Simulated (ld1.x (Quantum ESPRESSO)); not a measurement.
Cutoff test, Sc, RRKJ

scandium, norm-conserving RRKJ (Kleinman–Bylander form), made with ld1.x (Quantum ESPRESSO) 7.5 (PBE, scalar-relativistic). Core [Ne], reference 3s2 3p6 3d1 4s2 4p0. Waves: 3p (bound): rc 1.20 bohr; 3d (bound): rc 2.60 bohr; 3s (bound): rc 1.20 bohr. Local part: the s channel. Core correction: none.

Occupied shells without a wave of their own: 4s. They enter only through the test configuration that unscreens the potential.

The pseudo-atom Hamiltonian at the reference potential is diagonalised in spherical Bessel functions j_l(qr) that vanish at 20 bohr, with q² up to the cutoff. All-electron valence levels (Ry): 3p -2.4714, 4p -0.1078, 3d -0.2377, 3s -4.0453, 4s -0.3074.

Q: How do the lowest levels (Ry) of each channel move with the cutoff, and are there ghosts?

A:

```tsv
cutoff (Ry)	p #1	p #2	p #3	d #1	d #2	s #1	s #2	s #3	f #1	f #2	Σ f·Δε (mRy)
8	-1.6284	-0.0635	0.0563	0.0164	0.0861	-3.6801	-0.2827	0.0043	0.1007	0.2154	6101.0
15	-2.2741	-0.0960	0.0454	-0.1244	0.0510	-3.7146	-0.2861	0.0038	0.1007	0.2154	2010.5
30	-2.4362	-0.1065	0.0426	-0.2374	0.0461	-3.9647	-0.3038	0.0013	0.1007	0.2153	388.7
45	-2.4428	-0.1067	0.0425	-0.2376	0.0461	-4.0301	-0.3106	0.0003	0.1007	0.2153	205.0
60	-2.4572	-0.1074	0.0424	-0.2377	0.0461	-4.0321	-0.3110	0.0002	0.1007	0.2153	113.3
90	-2.4706	-0.1082	0.0422	-0.2377	0.0461	-4.0423	-0.3116	0.0001	0.1007	0.2153	11.8
140	-2.4713	-0.1083	0.0422	-0.2377	0.0461	-4.0449	-0.3118	0.0001	0.1007	0.2153	1.5
200	-2.4714	-0.1083	0.0422	-0.2377	0.0461	-4.0453	-0.3119	0.0001	0.1007	0.2153	0.2
400	-2.4714	-0.1083	0.0422	-0.2377	0.0461	-4.0453	-0.3119	0.0001	0.1007	0.2153	0.0
```

Result: no extra level below or beside the all-electron valence levels (p, d, s, f tested); 10 mRy is reached at 100 Ry and 1 mRy at 160 Ry.

Its largest configuration-test error is +308 meV.
